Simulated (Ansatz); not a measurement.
```yaml
crystal:
  periodic: [false, false, false]
  atoms:
    - {symbol: C, position_ang: [-0.419405, 1.407018, -0.106026]}
    - {symbol: N, position_ang: [-0.405447, 0.039427, 1.081449]}
    - {symbol: C, position_ang: [0.573974, -0.771030, 0.775049]}
    - {symbol: Si, position_ang: [0.064171, -0.418030, -0.854281]}
    - {symbol: H, position_ang: [-1.152462, 1.482467, -0.720363]}
    - {symbol: H, position_ang: [0.542490, 1.790196, -0.353156]}
    - {symbol: H, position_ang: [-0.110156, 0.580810, 1.991115]}
    - {symbol: h, position_ang: [1.437014, -0.739470, 0.768357]}
    - {symbol: H, position_ang: [0.130724, -1.899461, 1.284423]}
    - {symbol: H, position_ang: [1.226660, -0.671115, -1.801765]}
    - {symbol: H, position_ang: [-0.999746, -1.451583, -1.701470]}
basis:
  gaussian: {orbitals: def2-SVP, point_charges: [{charge: 1.00, position_ang: [6.181, -0.858, 0.289]}]}
hamiltonian: {xc: {name: HF}, pseudopotentials: {relativity: none}}
correlation: {method: rpa}
```

```sh
$ ansatz run in.yaml --threads 2 --pin off --events-out ev --progress --plain --max-ram 4352MiB
```

Shortened log:

```
Error: YAML parse error: error: line 11 column 16: `h` is not an element symbol (H … Og, case-exact)
 9 |     - {symbol: H, position_ang: [0.542490, 1.790196, -0.353156]}
10 |     - {symbol: H, position_ang: [-0.110156, 0.580810, 1.991115]}
11 |     - {symbol: h, position_ang: [1.437014, -0.739470, 0.768357]}
12 |     - {symbol: H, position_ang: [0.130724, -1.899461, 1.284423]}
13 |     - {symbol: H, position_ang: [1.226660, -0.671115, -1.801765]}
```

Task: Something in this input is off. What?

Result: An element symbol is wrong. The program refused the input.
